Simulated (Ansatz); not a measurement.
Born–Oppenheimer molecular dynamics of CH6Al2OSSi2 (13 atoms, charge 0, multiplicity 1). It starts from a relaxed structure.

Computed with RHF/STO-3G (Ansatz).

- ensemble: NVE (velocity Verlet)
- time step: 2.5 fs
- steps asked: 40
- starting velocities drawn for: 300 K
- seed: 496396

First frame:

```xyz
13
Properties=species:S:1:pos:R:3
O -0.668 -0.892 -1.272
C 0.016 -1.713 -0.630
Si 0.993 -1.213 0.950
Si 0.381 0.936 1.139
Al 1.147 1.988 -0.742
Al -0.873 0.932 -0.777
S -2.866 1.393 -1.354
H 0.026 -2.738 -1.054
H 0.590 -2.202 1.897
H 2.317 -1.582 0.556
H 0.171 1.176 2.533
H 2.247 2.966 -0.966
H -3.459 0.913 -0.267
```

How far do the bonds stretch over the last three quarters of this one trajectory? (Pairs bonded in most of those frames.)


```csv
bond,mean (Å),spread (Å),shortest,longest
O1–C2,1.248,0.033,1.20,1.30
O1–Al6,1.901,0.019,1.87,1.93
C2–Si3,1.925,0.016,1.90,1.95
C2–H8,1.111,0.029,1.06,1.15
Si3–Si4,2.246,0.008,2.23,2.26
Si3–H9,1.428,0.009,1.41,1.44
Si3–H10,1.430,0.039,1.38,1.49
Si4–Al5,2.296,0.030,2.25,2.34
Si4–Al6,2.295,0.033,2.24,2.33
Si4–H11,1.432,0.055,1.36,1.51
Al5–Al6,2.277,0.038,2.23,2.34
Al5–H12,1.500,0.057,1.40,1.58
Al6–S7,2.128,0.018,2.11,2.16
S7–H13,1.328,0.008,1.32,1.34
```

Mean temperature of the second half: 143 K. The conserved energy wandered by up to 9.2 meV per atom (net 4.3 meV per atom), which is poor conservation. The temperature averaged 0.48 of the 300 K drawn at the start: a run that starts near a minimum puts about half its kinetic energy into the potential. A step of 2.5 fs is long for free X–H stretches (periods near 10 fs) and can bias their spread and the temperature. A run of 0.1 ps of so small a system gives no equilibrium averages. Limits of this set-up: minimal basis.

Run time: 3.2 min on 1 thread of Intel(R) Xeon(R) Processor @ 2.50GHz (Skylake/Cascade Lake), on a shared host, peak memory 0.15 GiB.
